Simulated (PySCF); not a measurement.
Several structures and their simulated spectra, in scrambled order.

A. SMILES N(=C(/C=C)CC)/N=C
B. `O=C(Cl)/C(=C/Cl)C(F)(F)F`
C. SMILES C[C@@H]1C[C@@H]1C(=O)F

Spectrum 1. ¹H NMR (500 MHz, computed): δ 8.14 (m, 1H). ¹³C{¹H} NMR (computed): δ 172.6 (C), 163.5 (CH), 134.0 (C), 130.9 (C).

Spectrum 2. ¹H NMR (500 MHz, computed): δ 1.76 (m, 1H), 1.62 (m, 1H), 1.42 (d, 3H), 1.25 (m, 1H), 0.93 (m, 1H). ¹³C{¹H} NMR (computed): δ 173.7 (C), 23.9 (CH), 20.9 (CH2), 18.2 (CH), 13.4 (CH3).

Spectrum 3. ¹H NMR (500 MHz, computed): δ 6.29 (m, 1H), 5.99 (m, 1H), 5.97 (m, 1H), 5.91 (m, 1H), 5.87 (m, 1H), 2.33 (q, 2H), 1.12 (t, 3H). ¹³C{¹H} NMR (computed): δ 135.4 (CH), 132.8 (CH2), 130.4 (C), 110.8 (CH2), 37.4 (CH2), 15.8 (CH3).

PySCF 2.14.0 with density-fitted response routines calculation with PBE0/pcSseg-1 with gauge-including orbitals and structure optimised with GFN2-xTB; gas phase, one averaged value for each set of equivalent atoms, single conformer, relativity neglected.

Referencing at the same level of theory: TMS for ¹H (σref 31.72) and ¹³C (σref 186.93). Splittings of carbon signals by F and P are missing where no couplings were computed. Where no couplings were computed, multiplicities follow the n + 1 count of equivalent neighbours, and m marks all less simple cases (inequivalent or close neighbours, rings, F or P nearby). Shifts are as computed. Against solution values, carbons near 30 ppm lie about +3 ppm off and those near 130 ppm about +5 ppm; carbons on Cl a further +6 ppm. Of 1211 compounds with measured shifts, 218 miss one by over three times the rms of a fit or turn the order of signals round; such compounds aren't used in these exercises. Carbons bonded to Cl come out too deshielded.

Which spectrum belongs to which compound?

## Answers

1–B, 2–C, 3–A.

- Spectrum 1 (B): 4 ¹³C signals; δC 163.5 is a β carbon of a C=C–C=O unit; δC 134.0 is an α carbon of a C=C–C=O unit.
- Spectrum 2 (C): 5 ¹³C signals; δC 23.9 is a three-membered-ring carbon; δC 20.9 is a three-membered-ring carbon.
- Spectrum 3 (A): 6 ¹³C signals; δC 135.4 is an alkene CH; δC 132.8 is a terminal =CH2 carbon.
